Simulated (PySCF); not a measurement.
# S (sulfur, neutral) across methods

[Ne] 3s1 3p4 4s1, high-spin 5P determinant (an excited configuration). All numbers are calculated (PySCF 2.14, scalar relativity by spin-free X2C-1e, in aug-cc-pCVTZ-DK with one added diffuse shell each of s, p, d, f type (9s8p6d4f, 91 functions)).

```json
{"method": "LDA", "E (hartree)": "-397.1959", "mean ε 3p α (eV)": "-13.197", "mean ε 3p β (eV)": "-10.314", "mean ε 4s α (eV)": "-2.379", "Σ⟨r²⟩ (bohr²)": "55.83", "⟨S²⟩": "6.003"}
{"method": "CAM-B3LYP", "E (hartree)": "-398.5939", "mean ε 3p α (eV)": "-16.140", "mean ε 3p β (eV)": "-12.898", "mean ε 4s α (eV)": "-3.251", "Σ⟨r²⟩ (bohr²)": "57.57", "⟨S²⟩": "6.003"}
{"method": "r2SCAN", "E (hartree)": "-398.5709", "mean ε 3p α (eV)": "-13.925", "mean ε 3p β (eV)": "-10.546", "mean ε 4s α (eV)": "-2.325", "Σ⟨r²⟩ (bohr²)": "57.87", "⟨S²⟩": "6.006"}
{"method": "PW91", "E (hartree)": "-398.5868", "mean ε 3p α (eV)": "-13.275", "mean ε 3p β (eV)": "-10.425", "mean ε 4s α (eV)": "-2.305", "Σ⟨r²⟩ (bohr²)": "56.53", "⟨S²⟩": "6.003"}
{"method": "BP86", "E (hartree)": "-398.6401", "mean ε 3p α (eV)": "-13.280", "mean ε 3p β (eV)": "-10.585", "mean ε 4s α (eV)": "-2.401", "Σ⟨r²⟩ (bohr²)": "56.18", "⟨S²⟩": "6.003"}
{"method": "PBE", "E (hartree)": "-398.4264", "mean ε 3p α (eV)": "-13.246", "mean ε 3p β (eV)": "-10.397", "mean ε 4s α (eV)": "-2.281", "Σ⟨r²⟩ (bohr²)": "56.88", "⟨S²⟩": "6.003"}
{"method": "UHF", "E (hartree)": "-397.99734", "mean ε 3p α (eV)": "-19.237", "mean ε 3p β (eV)": "-13.123", "mean ε 4s α (eV)": "-3.606", "Σ⟨r²⟩ (bohr²)": "60.93", "⟨S²⟩": "6.011"}
{"method": "PBE0", "E (hartree)": "-398.4509", "mean ε 3p α (eV)": "-14.885", "mean ε 3p β (eV)": "-11.423", "mean ε 4s α (eV)": "-2.691", "Σ⟨r²⟩ (bohr²)": "57.47", "⟨S²⟩": "6.003"}
{"method": "B97-3", "E (hartree)": "-398.5216", "mean ε 3p α (eV)": "-14.803", "mean ε 3p β (eV)": "-11.478", "mean ε 4s α (eV)": "-2.623", "Σ⟨r²⟩ (bohr²)": "57.63", "⟨S²⟩": "6.004"}
```

The outer electron is Rydberg-like, and this basis confines it to a smaller radius and binds it less than a complete one would.
